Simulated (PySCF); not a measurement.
PySCF input (TPSS/def2-TZVPD):

```python
from pyscf import gto, scf, dft

mol = gto.M(
    atom='''
    I    -0.00000000   -0.00000000   -1.66521061
    I     0.00000000    0.00000000    1.66521061
    ''',
    basis='def2-tzvpd',
    ecp='def2-tzvp',
    charge=-1,
    spin=1,
    symmetry='D2h',
    verbose=4,
)

mf = dft.UKS(mol, xc='tpss').density_fit(auxbasis='def2-universal-jkfit')
mf.grids.level = 3
mf.conv_tol = 1e-9
mf.max_cycle = 100
mf.max_memory = 1500
mf.kernel()
if not mf.converged:
    mf = mf.newton()
    mf.kernel(mf.make_rdm1())
mf.analyze()
```

End of the output:

```
Extra cycle  E= -595.309777287537  delta_E= 3.51e-11  |g|= 1.54e-05  |ddm|= 3.03e-05
converged SCF energy = -595.309777287537  <S^2> = 0.75189141  2S+1 = 2.0018905
**** SCF Summaries ****
Total Energy =                        -595.309777287536804
Nuclear Repulsion Energy =              99.307485443237738
One-electron Energy =                -1244.338492945450980
Two-electron Energy =                  549.721230214676439
Two-electron Coulomb Energy =          594.098004349442704
DFT Exchange-Correlation Energy =      -44.376774134766222
HOMO-LUMO gap [eV] =                     0.765928537852802
Wave-function symmetry = B1u
alpha occupancy for each irrep:     Ag  B1g  B2g  B3g   Au  B1u  B2u  B3u
                                     6    1    3    3    1    6    3    3
beta  occupancy for each irrep:     Ag  B1g  B2g  B3g   Au  B1u  B2u  B3u
                                     6    1    3    3    1    5    3    3
**** MO energy ****
alpha MO #1 (B1u #1), energy= -6.45543469656925 occ= 1
alpha MO #2 (Ag #1), energy= -6.45543228809205 occ= 1
alpha MO #3 (Ag #2), energy= -4.51126609687132 occ= 1
alpha MO #4 (B1u #2), energy= -4.51126258763917 occ= 1
alpha MO #5 (B3u #1), energy= -4.50206036139036 occ= 1
alpha MO #6 (B2u #1), energy= -4.50206034965315 occ= 1
alpha MO #7 (B2g #1), energy= -4.50206017386997 occ= 1
alpha MO #8 (B3g #1), energy= -4.50206016213275 occ= 1
alpha MO #9 (Ag #3), energy= -1.62643690130843 occ= 1
alpha MO #10 (B1u #3), energy= -1.62608413382881 occ= 1
alpha MO #11 (B3u #2), energy= -1.62379030038091 occ= 1
alpha MO #12 (B2u #2), energy= -1.62379029158304 occ= 1
alpha MO #13 (B2g #2), energy= -1.62370927107436 occ= 1
alpha MO #14 (B3g #2), energy= -1.62370926227749 occ= 1
alpha MO #15 (B1g #1), energy= -1.61606894742021 occ= 1
alpha MO #16 (Ag #4), energy= -1.61606370554853 occ= 1
alpha MO #17 (Au #1), energy= -1.61606342963359 occ= 1
alpha MO #18 (B1u #4), energy= -1.61605818766575 occ= 1
alpha MO #19 (Ag #5), energy= -0.45493836498134 occ= 1
alpha MO #20 (B1u #5), energy= -0.434283491587766 occ= 1
alpha MO #21 (Ag #6), energy= -0.118141384119892 occ= 1
alpha MO #22 (B3u #3), energy= -0.0740766850082677 occ= 1
alpha MO #23 (B2u #3), energy= -0.0740766766090495 occ= 1
alpha MO #24 (B2g #3), energy= -0.0533386950894803 occ= 1
alpha MO #25 (B3g #3), energy= -0.0533386875356152 occ= 1
alpha MO #26 (B1u #6), energy= -0.0344896968310326 occ= 1
alpha MO #27 (B1u #7), energy= 0.106900609883455 occ= 0
alpha MO #28 (Ag #7), energy= 0.128258643305045 occ= 0
alpha MO #29 (B3u #4), energy= 0.12986328212608 occ= 0
alpha MO #30 (B2u #4), energy= 0.129863284786696 occ= 0
alpha MO #31 (B2g #4), energy= 0.137935878149746 occ= 0
alpha MO #32 (B3g #4), energy= 0.137935880142328 occ= 0
alpha MO #33 (Ag #8), energy= 0.15633050686748 occ= 0
alpha MO #34 (B1g #2), energy= 0.215376012937489 occ= 0
alpha MO #35 (Ag #9), energy= 0.215376039528734 occ= 0
alpha MO #36 (B3u #5), energy= 0.224320503412308 occ= 0
alpha MO #37 (B2u #5), energy= 0.224320508088063 occ= 0
alpha MO #38 (B1u #8), energy= 0.232076662308535 occ= 0
alpha MO #39 (Au #2), energy= 0.253869920652945 occ= 0
alpha MO #40 (B1u #9), energy= 0.253870438083059 occ= 0
alpha MO #41 (B1u #10), energy= 0.256580435651329 occ= 0
alpha MO #42 (Ag #10), energy= 0.264757160629939 occ= 0
alpha MO #43 (B2g #5), energy= 0.290808235741901 occ= 0
alpha MO #44 (B3g #5), energy= 0.290808238493893 occ= 0
alpha MO #45 (B3u #6), energy= 0.379973334115745 occ= 0
alpha MO #46 (B2u #6), energy= 0.379973339193364 occ= 0
alpha MO #47 (B2g #6), energy= 0.426952654151927 occ= 0
alpha MO #48 (B3g #6), energy= 0.426952659427111 occ= 0
alpha MO #49 (Ag #11), energy= 0.429216759012682 occ= 0
alpha MO #50 (Ag #12), energy= 0.456462268180155 occ= 0
alpha MO #51 (B3u #7), energy= 0.473112579836476 occ= 0
alpha MO #52 (B2u #7), energy= 0.473112584347823 occ= 0
alpha MO #53 (Ag #13), energy= 0.49044233757465 occ= 0
alpha MO #54 (B1g #3), energy= 0.49044320481124 occ= 0
alpha MO #55 (B1u #11), energy= 0.509021599295828 occ= 0
alpha MO #56 (Au #3), energy= 0.509022524603783 occ= 0
alpha MO #57 (B1u #12), energy= 0.516430171774413 occ= 0
alpha MO #58 (B2g #7), energy= 0.540954883637516 occ= 0
alpha MO #59 (B3g #7), energy= 0.540954888471187 occ= 0
alpha MO #60 (B1u #13), energy= 0.596968948034101 occ= 0
alpha MO #61 (Ag #14), energy= 0.661927460469307 occ= 0
alpha MO #62 (B1u #14), energy= 0.789493189369129 occ= 0
alpha MO #63 (B3u #8), energy= 0.978906826262539 occ= 0
alpha MO #64 (B2u #8), energy= 0.978906832176794 occ= 0
alpha MO #65 (Ag #15), energy= 0.98457272222233 occ= 0
alpha MO #66 (Ag #16), energy= 1.00346563090806 occ= 0
alpha MO #67 (B1g #4), energy= 1.00347112306081 occ= 0
alpha MO #68 (B1u #15), energy= 1.01582032646021 occ= 0
alpha MO #69 (Au #4), energy= 1.01582639006576 occ= 0
alpha MO #70 (B2u #9), energy= 1.01936638348062 occ= 0
alpha MO #71 (B3u #9), energy= 1.01936638348041 occ= 0
alpha MO #72 (B2g #8), energy= 1.02017722393528 occ= 0
alpha MO #73 (B3g #8), energy= 1.0201772239354 occ= 0
alpha MO #74 (B2g #9), energy= 1.0463193832797 occ= 0
alpha MO #75 (B3g #9), energy= 1.04631939040175 occ= 0
alpha MO #76 (B1u #16), energy= 1.12269894104943 occ= 0
alpha MO #77 (Ag #17), energy= 1.31548770845334 occ= 0
alpha MO #78 (B3u #10), energy= 1.33896265019157 occ= 0
alpha MO #79 (B2u #10), energy= 1.33896265950347 occ= 0
alpha MO #80 (B2g #10), energy= 1.37459404718281 occ= 0
alpha MO #81 (B3g #10), energy= 1.37459405641645 occ= 0
alpha MO #82 (B1u #17), energy= 1.5458212274221 occ= 0
alpha MO #83 (B3u #11), energy= 1.60218823146159 occ= 0
alpha MO #84 (B2u #11), energy= 1.6021882379744 occ= 0
alpha MO #85 (Ag #18), energy= 1.61991347886115 occ= 0
alpha MO #86 (B1g #5), energy= 1.61992640960621 occ= 0
alpha MO #87 (B1u #18), energy= 1.648728964096 occ= 0
alpha MO #88 (Au #5), energy= 1.64874129526571 occ= 0
alpha MO #89 (Ag #19), energy= 1.70216750124458 occ= 0
alpha MO #90 (B2g #11), energy= 1.70729139952149 occ= 0
alpha MO #91 (B3g #11), energy= 1.70729140603728 occ= 0
alpha MO #92 (B1u #19), energy= 1.79731458914473 occ= 0
alpha MO #93 (B3u #12), energy= 3.15054007211707 occ= 0
alpha MO #94 (B2u #12), energy= 3.15054008062937 occ= 0
alpha MO #95 (Ag #20), energy= 3.15902145003736 occ= 0
alpha MO #96 (B1g #6), energy= 3.16234484444573 occ= 0
alpha MO #97 (Ag #21), energy= 3.16240486272019 occ= 0
alpha MO #98 (Au #6), energy= 3.16901130075248 occ= 0
alpha MO #99 (B1u #20), energy= 3.16907114898034 occ= 0
alpha MO #100 (B2u #13), energy= 3.17183731442412 occ= 0
alpha MO #101 (B3u #13), energy= 3.17183731443391 occ= 0
alpha MO #102 (B2g #12), energy= 3.17225513340336 occ= 0
[...]
```
